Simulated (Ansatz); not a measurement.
`[CH3][Ge]([CH3])([OH])[F]`, charge 0, multiplicity 1.

Q: Give a relaxed structure at PBE0-D4/def2-TZVP (the Gaussian-basis code of Ansatz). (Estimate.)

A: Ansatz gave: 
```xyz
12

C     0.638    0.120   -1.585
Ge   -0.177   -0.393    0.095
C     0.184    0.664    1.664
O    -1.940   -0.508   -0.029
F     0.393   -2.019    0.399
H     1.724    0.142   -1.483
H     0.288    1.107   -1.889
H     0.376   -0.603   -2.359
H     1.256    0.694    1.862
H    -0.325    0.219    2.519
H    -0.182    1.682    1.525
H    -2.236   -1.105   -0.720
```
This is one stationary point; other conformers may exist.
